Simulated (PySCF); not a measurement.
## Energy of Zr⁻ (zirconium, charge -1) between two integer charges

The 4d alpha orbital of [Kr] 4d3 5s2 is emptied in steps (occupation f), with all orbitals relaxed, ending at [Kr] 4d2 5s2. All numbers are calculated (PySCF 2.14, scalar relativity through the core potential, in aug-cc-pVDZ-PP with ECP28MDF (5s5p4d2f, 54 functions)). The exact energy is a straight line in f; departures are measured from the line between the end points of the same method.

| f | r2SCAN0 (eV) |
| --- | --- |
| 1 | 0.000 |
| 0.75 | -0.225 |
| 0.5 | -0.324 |
| 0.25 | -0.255 |
| 0 | 0.000 |

| method | E(f=0) − E(f=1) (eV) | −ε at f=1 (eV) | −ε at f=0.5 (eV) |
| --- | --- | --- | --- |
| r2SCAN0 | 0.734 | -0.351 | 0.655 |

Orbital energy along the path (eV):

```tsv
f	r2SCAN0
1	0.351
0.75	-0.049
0.5	-0.655
0.25	-1.374
0	-2.138
```

At f = 1 the orbital energy is positive for r2SCAN0: only the finite basis holds the electron.

Reference removal energy between the ground levels: 0.433 eV (measured; photodetachment measurements, as compiled on the Wikipedia data page of electron affinities). The calculation has no spin-orbit coupling. The determinant left behind need not be the lowest term of the ion.
